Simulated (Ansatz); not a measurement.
Input for Ansatz (development build ahead of 0.2.0):

```yaml
crystal:
  periodic: [false, false, false]
  atoms:
    - { symbol: C, position_ang: [1.56468, 0.0, 0.78] }
    - { symbol: C, position_ang: [0.78234, 1.351, 0.78] }
    - { symbol: C, position_ang: [-0.78234, 1.351, 0.78] }
    - { symbol: C, position_ang: [-1.56468, 0.0, 0.78] }
    - { symbol: C, position_ang: [-0.78234, -1.351, 0.78] }
    - { symbol: C, position_ang: [0.78234, -1.351, 0.78] }
    - { symbol: C, position_ang: [1.56468, 0.0, -0.78] }
    - { symbol: C, position_ang: [0.78234, 1.351, -0.78] }
    - { symbol: C, position_ang: [-0.78234, 1.351, -0.78] }
    - { symbol: C, position_ang: [-1.56468, 0.0, -0.78] }
    - { symbol: C, position_ang: [-0.78234, -1.351, -0.78] }
    - { symbol: C, position_ang: [0.78234, -1.351, -0.78] }
    - { symbol: H, position_ang: [2.45735, 0.0, 1.4] }
    - { symbol: H, position_ang: [1.22867, 2.12176, 1.4] }
    - { symbol: H, position_ang: [-1.22867, 2.12176, 1.4] }
    - { symbol: H, position_ang: [-2.45735, 0.0, 1.4] }
    - { symbol: H, position_ang: [-1.22867, -2.12176, 1.4] }
    - { symbol: H, position_ang: [1.22867, -2.12176, 1.4] }
    - { symbol: H, position_ang: [2.45735, 0.0, -1.4] }
    - { symbol: H, position_ang: [1.22867, 2.12176, -1.4] }
    - { symbol: H, position_ang: [-1.22867, 2.12176, -1.4] }
    - { symbol: H, position_ang: [-2.45735, 0.0, -1.4] }
    - { symbol: H, position_ang: [-1.22867, -2.12176, -1.4] }
    - { symbol: H, position_ang: [1.22867, -2.12176, -1.4] }
basis:
  gaussian: { orbitals: "6-31G" }
hamiltonian:
  xc: hf
```

The input is written out in the form of the current development build from the run's settings.

Output:

```
Converged                       : yes
Total energy                    : -460.98775 hartree
Spin squared of the determinant : 0.000
```
